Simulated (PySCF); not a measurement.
# Two-component Hartree-Fock for Cd⁺ (cadmium, charge +1)

Start: [Kr] 4d9 5s1 5p1; 4d3/2 filled at m_j = -3/2, -1/2, +1/2, +3/2; 4d5/2 filled at m_j = -3/2, -1/2, +1/2, +3/2, +5/2; 5s1/2 filled at m_j = +1/2; 5p3/2 filled at m_j = +3/2. Calculated with PySCF 2.14 in x2c-SVPall-2c with one added diffuse shell each of s, p, d type (7s10p7d1f, 79 functions): generalised Hartree-Fock with the X2C-1e Hamiltonian and a Gaussian nucleus; one run each with spin-orbit coupling (SO) switched off, then screened by Boettger's factors. This is a chosen level, not necessarily the ground level.

```csv
spinor shell,electrons,"ε, spin-free (eV)","ε, screened SO (eV)",weight of nominal j (screened SO),"rms radius, screened SO (bohr)"
1s1/2,2,-26857.1,-26855.1,1.000,0.0349
2s1/2,2,-4088.1,-4087.5,1.000,0.142
2p1/2,2,-3663.7,-3797.3,1.000,0.124
2p3/2,4,-3663.7,-3602.2,1.000,0.128
3s1/2,2,-813.06,-812.94,1.000,0.381
3p1/2,2,-670.15,-694.81,1.000,0.376
3p3/2,4,-670.15,-658.76,1.000,0.387
3d3/2,4,-446.89,-451.31,0.999,0.362
3d5/2,6,-446.89,-443.85,1.000,0.365
4s1/2,2,-144.55,-144.57,1.000,0.938
4p1/2,2,-99.872,-104.93,0.989,1.01
4d3/2,4,-34.587,-35.381,0.887,1.31
4d5/2,5,-34.587,-34.087,0.910,1.33
5s1/2,1,-19.633,-19.651,0.998,2.84
5p3/2,1,-13.129,-12.997,1.000,3.39
```

Problem. Where does 4p3/2 lie, and what is the 4p spin-orbit splitting (screened SO)?

Solution. At -97.562 eV, 7.373 eV above 4p1/2.

| quantity | spin-free | screened SO |
| --- | --- | --- |
| E (hartree) | -5589.52513 | -5590.62396 |
| M_J | 9/2 | 9/2 |
| ⟨J²⟩ | 24.766 | 24.766 |
| ⟨L²⟩ | 12.014 | 12.029 |
| ⟨S²⟩ | 3.751 | 3.767 |

Each row is a mean over spinors that exchange with the open shell spreads, by up to 6.246 eV (4p3/2).

Rows whose weight is well below 1 are mixtures of j = l ± 1/2: exchange outweighs spin-orbit coupling there, and the label is only the starting occupation.

Breit and QED terms are absent; they matter most for the inner s and p1/2 levels.

Densities and radii are taken from the X2C orbitals without a picture-change correction, which distorts them close to the nucleus.

Without spin-orbit coupling the j labels of p, d and f shells carry no meaning; the spin-free column gives the mean over the occupied spinors of each nl shell.
